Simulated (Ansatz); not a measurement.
Frontier orbitals of `N[SiH](O)O`.

```xyz
9

N     1.019    0.681   -0.282
Si   -0.492    0.094    0.275
O    -0.178   -1.110    1.343
O    -1.363   -0.326   -1.049
H     1.047    1.341   -1.044
H     1.754    0.871    0.380
H    -1.372    1.018    1.014
H     0.492   -1.749    1.094
H    -0.907   -0.820   -1.732
```

Charge 0, multiplicity 1. The geometry is a stationary point of PBE0-D4/def2-TZVP. It is one conformer, not always the lowest. Basis def2-TZVPP, Ansatz.

```tsv
functional	HOMO (eV)	LUMO (eV)	gap (eV)
PBE	-6.29	-0.19	6.10
B97M-V	-6.71	0.03	6.74
PBE0	-7.77	0.66	8.43
CAM-B3LYP	-9.24	1.38	10.62
ωB97M-V	-10.16	2.05	12.21
HF	-11.39	3.24	14.63
```

Problem. What is the vertical ionisation energy at frozen-core CCSD(T)/CBS(def2)? (Estimate.)

Solution. Computed: 10.55 eV (T1 of the cation 0.019).

From PBE to PBE0 the HOMO moves by −1.47 eV and the LUMO by +0.85 eV, and with ωB97M-V by −3.87 and +2.23 eV, so the gap grows from 6.11 to 12.21 eV with exact exchange. A positive LUMO is unbound and depends on the basis. −ε(HOMO) differs from that ionisation energy by −4.25 eV with PBE and −0.38 eV with ωB97M-V.
